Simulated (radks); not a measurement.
Values are calculated unless marked as measured or tabulated.
Task: These are the eigenvalues of the occupied orbitals of an atom or ion with whole-number occupations (eV). Level of theory: non-relativistic Kohn-Sham, LB94 model potential, spin-polarised, spherical densities, point nucleus (a radial shooting solver on a logarithmic mesh with Libxc functionals).

orbital  eigenvalue
1s        -46229.79
2s        -10047.30
2p        -9752.664
3s        -4175.118

Which element is it, and in what charge state? The configuration may be excited. Open shells, if any, are filled with parallel spins first.

Result: Z = 61, promethium, charge +49: Pm49+ in [Ne] 3s2. The list shows which subshells hold electrons but not how many an open one holds; the 1s level, -1698.9 hartree, gives Z - s = 58.3 by -(Z - s)^2/2, which with screening narrows Z to a few neighbours, and the depths of the outer levels then fix element, charge and occupations together.
